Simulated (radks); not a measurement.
Species: the rhodium ion Rh+. Configuration: [Kr] 4d7.5 5p0.5 (fractional occupations, a model configuration).

Calculated with a radial shooting solver on a logarithmic mesh with Libxc functionals: Dirac Kohn-Sham, LDA (Slater exchange, Perdew-Wang correlation), spin-unpolarised, spherical densities, point nucleus; open shells are shared between the two j in proportion to 2j + 1.

Energy parts (hartree):
| part | energy |
|---|---|
| total | -4779.97579 |
| kinetic | 4982.00733 |
| electron-nucleus | -11560.36518 |
| Hartree | 1932.18465 |
| exchange-correlation | -133.80259 |

Orbitals (lengths in bohr, moments of r in powers of bohr; <r^-3> diverges for s and p1/2; r(max) is where P^2 peaks):
1s1/2: occ. 2; eigenvalue (hartree) -845.4921; r(max) 0.02120
2s1/2: occ. 2; eigenvalue (hartree) -122.9068; r(max) 0.1200
2p1/2: occ. 2; eigenvalue (hartree) -113.8971; r(max) 0.09295
2p3/2: occ. 4; eigenvalue (hartree) -108.5909; <r^-3> 3018; r(max) 0.09703
3s1/2: occ. 2; eigenvalue (hartree) -22.26090; r(max) 0.3521
3p1/2: occ. 2; eigenvalue (hartree) -18.73123; r(max) 0.3384
3p3/2: occ. 4; eigenvalue (hartree) -17.81800; <r^-3> 527.2; r(max) 0.3482
3d3/2: occ. 4; eigenvalue (hartree) -11.54398; <r^-3> 79.62; r(max) 0.2893
3d5/2: occ. 6; eigenvalue (hartree) -11.36368; <r^-3> 75.34; r(max) 0.2921
4s1/2: occ. 2; eigenvalue (hartree) -3.41461; r(max) 0.8801
4p1/2: occ. 2; eigenvalue (hartree) -2.33726; r(max) 0.9254
4p3/2: occ. 4; eigenvalue (hartree) -2.19119; <r^-3> 84.25; r(max) 0.9506
4d3/2: occ. 3; eigenvalue (hartree) -0.59826; <r^-3> 7.089; r(max) 1.133
4d5/2: occ. 4.5; eigenvalue (hartree) -0.58270; <r^-3> 6.617; r(max) 1.145
5p1/2: occ. 0.166667; eigenvalue (hartree) -0.27548; r(max) 3.017
5p3/2: occ. 0.333333; eigenvalue (hartree) -0.26550; <r^-3> 5.773; r(max) 3.112

The highest occupied level is 5p3/2 at -7.225 eV. Summed over all electrons, <r^2> = 41.83 bohr^2, which gives a Langevin (diamagnetic) susceptibility term of -33.1 x 10^-6 cm^3/mol. The density falls to 0.001 e/bohr^3 at r = 4.04 bohr.
